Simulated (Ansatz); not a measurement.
Al₁₀Sb₉Cl₃⁺. Charge 1, multiplicity 2. Geometry PBE-D4/def2-SVP, that of the neutral singlet; atoms count from 1.

Cartesian coordinates in Å:
```
Al -1.100 2.792 -3.074
Al 2.667 1.148 -0.530
Al -3.177 2.647 -1.668
Al -0.530 0.950 -0.672
Al -1.504 0.808 2.710
Al -2.301 -1.186 -0.755
Al 0.597 -2.027 2.754
Al 0.024 -0.991 -2.669
Al 0.349 -1.503 0.097
Al 2.959 -1.420 1.941
Sb -3.087 1.152 -3.906
Sb 1.147 1.451 -2.826
Sb 3.906 -1.225 -0.584
Sb -2.471 -1.650 -3.387
Sb -3.046 1.089 0.447
Sb 1.000 0.821 1.644
Sb -1.858 -1.637 3.737
Sb -1.657 -3.024 1.173
Sb 1.752 -2.819 -1.703
Cl 3.795 2.938 -0.216
Cl -1.796 2.477 4.021
Cl 4.332 -0.788 3.464
```

In the def2 sets Sb takes a core potential; there is no spin–orbit coupling. Single mean-field runs in def2-SVP are fitted with def2-universal-jkfit.

Estimate the Mulliken populations from the PBE0/def2-SVP orbitals of Ansatz.


| atom | charge (e) | spin (α − β) |
| --- | --- | --- |
| Al1 | 0.32 | -0.02 |
| Al2 | 0.46 | -0.01 |
| Al3 | 0.34 | 0.07 |
| Al4 | -0.58 | 0.04 |
| Al5 | 0.44 | -0.01 |
| Al6 | 0.17 | 0.06 |
| Al7 | 0.20 | 0.02 |
| Al8 | 0.16 | -0.02 |
| Al9 | -0.63 | 0.04 |
| Al10 | 0.50 | 0.05 |
| Sb11 | 0.00 | 0.15 |
| Sb12 | -0.01 | 0.03 |
| Sb13 | 0.04 | 0.09 |
| Sb14 | 0.09 | 0.03 |
| Sb15 | -0.02 | 0.05 |
| Sb16 | -0.17 | 0.07 |
| Sb17 | 0.06 | 0.01 |
| Sb18 | 0.09 | 0.03 |
| Sb19 | 0.21 | 0.27 |
| Cl20 | -0.22 | 0.00 |
| Cl21 | -0.23 | 0.00 |
| Cl22 | -0.23 | 0.01 |
Mulliken values depend strongly on the basis.

Where does the spin sit?

Summed by element: Al 0.24, Sb 0.74, Cl 0.02, of 1 unpaired in all. Largest on single atoms: Sb19 0.27, Sb11 0.15, Sb13 0.09.

And the Mayer bond orders between heavy atoms (over 0.3)?

Al1–Al3 0.71 (2.51 Å); Al1–Sb11 0.80 (2.71 Å); Al1–Sb12 0.72 (2.63 Å); Al2–Sb12 0.49 (2.77 Å); Al2–Sb13 0.82 (2.68 Å); Al2–Sb16 0.41 (2.76 Å); Al2–Cl20 1.20 (2.14 Å); Al3–Sb11 0.84 (2.69 Å); Al3–Sb15 0.70 (2.63 Å); Al4–Al9 0.30 (2.72 Å); Al4–Sb12 0.76 (2.78 Å); Al4–Sb15 0.79 (2.76 Å); Al4–Sb16 0.63 (2.78 Å); Al5–Sb15 0.50 (2.75 Å); Al5–Sb16 0.45 (2.72 Å); Al5–Sb17 0.85 (2.68 Å); Al5–Cl21 1.19 (2.14 Å); Al6–Sb14 0.91 (2.68 Å); Al6–Sb15 0.68 (2.68 Å); Al6–Sb18 0.69 (2.74 Å); Al7–Al10 0.67 (2.57 Å); Al7–Sb17 0.90 (2.67 Å); Al7–Sb18 0.37 (2.93 Å); Al8–Sb12 0.66 (2.69 Å); Al8–Sb14 0.88 (2.68 Å); Al8–Sb19 0.76 (2.69 Å); Al9–Sb16 0.55 (2.87 Å); Al9–Sb18 0.74 (2.74 Å); Al9–Sb19 0.90 (2.63 Å); Al10–Sb13 0.76 (2.70 Å); Al10–Cl22 1.17 (2.15 Å); Sb11–Sb14 0.85 (2.92 Å); Sb13–Sb19 0.82 (2.90 Å); Sb17–Sb18 0.84 (2.92 Å).
